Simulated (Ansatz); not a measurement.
BrHSi (SMILES [SiH]Br) moved off its minimum; all values from Ansatz (a quantum-chemistry and plane-wave program), cores frozen in correlated methods.
(charge 0, multiplicity 1)
```xyz
3

Si    -0.88675    -0.77471     1.06173
H     -1.88989    -1.12891     0.02998
Br     0.39340     0.28033    -0.39013
```

**Question.** Give the forces (eV/Å), the total energy and the dipole at CCSD(T)/def2-TZVPPD.

**Answer.** 
| atom | Fx | Fy | Fz |
|---|---|---|---|
| Si1 | -0.047 | -0.191 | 0.752 |
| H2 | -0.484 | -0.213 | -0.303 |
| Br3 | 0.531 | 0.404 | -0.450 |
Energy -2862.2386 hartree, dipole 0.88 D.

Doubts at one or more of the structures used: a restricted determinant that unrestricted orbitals would lower (CCSD(T)/def2-TZVPPD).
